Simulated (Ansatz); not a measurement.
A run for Ansatz (a first-principles code): R-PBE/def2-TZVPP on AlH3Se2 (SMILES [SeH][AlH][SeH]), a point of a torsion scan.

Ansatz 0.2 input:
```yaml
crystal:
  periodic: [false, false, false]
  atoms:
    - {symbol: Se, position_ang: [-2.27812267, -0.43434934, -0.80514894]}
    - {symbol: Al, position_ang: [-0.43255640, 0.94738299, -0.83056930]}
    - {symbol: Se, position_ang: [-0.38968329, 3.21914798, -0.41950825]}
    - {symbol: H, position_ang: [-2.10044425, -0.71827018, 0.60059151]}
    - {symbol: H, position_ang: [0.92523125, 0.33013651, -1.18449214]}
    - {symbol: H, position_ang: [1.04132193, 3.18311926, -0.59516526]}
basis:
  gaussian:
    orbitals: def2-TZVPP
hamiltonian:
  xc: {name: PBE}
scf: {lower_state_search: off}
```

The log:

```
WARN ansatz: RAYON_NUM_THREADS=1 ignored (pool sized by the plan → 1); use --threads N
Functional definition: PBE
these checks for a lower state are left out or cut short: stability, starts, cluster_reference, orbital_swaps, neighbouring_geometries, increment
integrals: 0.11 GiB planned
1220 factors; their error is unknown
mean field: 0.67 GiB planned
mean field evaluation 1: about -137322.3748 eV, gradient 2.2e1 eV
mean field evaluation 2: about -137322.9559 eV, gradient 1.6e1 eV
mean field evaluation 4: about -137323.8558 eV, gradient 1.2e0 eV
mean field evaluation 8: about -137323.7994 eV, gradient 2.9e-2 eV
mean field evaluation 16: about -137323.7994 eV, gradient 6.8e-6 eV
mean field -137323.79936406 eV, -5046.5565452148 hartree, gradient 6.8e-6 eV, S^2 0.000000; 0 other end points of the search recorded, 0 dependent functions left out
reference -137323.79940330 eV, -5046.5565466569 hartree; 42, 42 occupied and 138, 138 virtual orbitals, 1220 factors
Total energy: -137323.79940330 eV, -5046.5565466569 hartree
Checks for a lower state left out: stability, starts, cluster_reference, orbital_swaps, neighbouring_geometries, increment
```

The run converged.

Cost: very roughly 2.0 core-seconds.
